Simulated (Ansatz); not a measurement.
**What each rung costs, and what it gives**

The pair of HCl (SMILES Cl, atoms 1–2) and BF3 (SMILES FB(F)F, atoms 3–6), both closed shells, in one local arrangement (a lower one may exist), relaxed at PBE0-D4/def2-TZVP:

Cl1  (-0.898, 0.106, -1.886)
H2  (0.136, -0.575, -2.211)
F3  (-0.875, -0.490, 1.492)
B4  (0.181, 0.119, 1.008)
F5  (1.188, -0.588, 0.541)
F6  (0.269, 1.427, 1.056)
(Å)

Interaction energies are counterpoise-corrected; the time is that of the whole pair.

Ansatz 0.2.0; basis: as named in each row; cores frozen in the correlated methods. B3LYP uses VWN-RPA correlation. Extrapolation: Hartree–Fock as exp(−7.88 √X), correlation as X^−2.97.

Times are rough, for one single point on 4 threads of a shared host (Arm Neoverse V2).

The estimate by CCSD(T) at an estimated basis limit (MP2 extrapolated from triple and quadruple zeta, plus CCSD(T) − MP2 in triple zeta) is -0.101 eV.

```tsv
method	basis	time (s)	interaction energy (eV)	method less estimate
HF	STO-3G	under 1	-0.009	0.092
PBE-D4	STO-3G	under 1	-0.039	0.062
SPW92	def2-SVP	under 1	-0.170	-0.069
PBE-D4	def2-SVP	under 1	-0.116	-0.015
B3LYP-D4	6-31G	under 1	-0.114	-0.013
PBE0-D4	def2-SVP	under 1	-0.119	-0.019
PBE-D4	def2-TZVPPD	1	-0.107	-0.007
revPBE-D4	def2-TZVPPD	1	-0.097	0.004
CCSD(T)	def2-SVP	1	-0.052	0.049
BLYP-D4	def2-TZVPPD	1	-0.096	0.004
PBE0-D4	def2-TZVPPD	2	-0.107	-0.006
B3LYP-D4	def2-TZVPPD	2	-0.105	-0.004
HSE06-D4	def2-TZVPPD	2	-0.106	-0.005
wB97M-V	def2-SVP	2	-0.124	-0.024
r2SCAN-D4	def2-TZVPPD	2	-0.123	-0.022
B2PLYP	def2-TZVPPD	3	-0.058	0.043
wB97X-V	def2-TZVPPD	4	-0.108	-0.008
B97M-V	def2-TZVPPD	5	-0.115	-0.014
wB97M-V	def2-TZVPPD	5	-0.112	-0.011
MP2	def2-QZVPPD	8	-0.094	0.006
CCSD(T)	def2-TZVPPD	84	-0.084	0.017
```

No T1 diagnostic of these runs exceeds 0.013.
